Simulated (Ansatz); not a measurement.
Al(NH3)F3 (AlNF₃H₃). The state is a singlet with charge 0. Geometry r2SCAN-D4/def2-SVP; atoms count from 1.

```xyz
8

Al    0.355   -0.656   -0.707
N    -0.338    0.624    0.673
H     0.307    1.408    0.799
H    -0.452    0.159    1.577
H    -1.246    1.003    0.395
F     0.413   -2.061    0.192
F     1.815    0.065   -1.076
F    -0.854   -0.542   -1.853
```

Q: Estimate the Mulliken populations from the PBE0/def2-TZVP orbitals of Ansatz.

A: 
| atom | charge (e) |
| --- | --- |
| Al1 | 0.80 |
| N2 | -0.55 |
| H3 | 0.30 |
| H4 | 0.30 |
| H5 | 0.30 |
| F6 | -0.38 |
| F7 | -0.38 |
| F8 | -0.38 |
Mulliken values depend strongly on the basis.

Q: And the Mayer bond orders between heavy atoms (over 0.3)?

A: Al1–N2 0.56 (2.01 Å); Al1–F6 1.05 (1.67 Å); Al1–F7 1.05 (1.67 Å); Al1–F8 1.05 (1.67 Å).
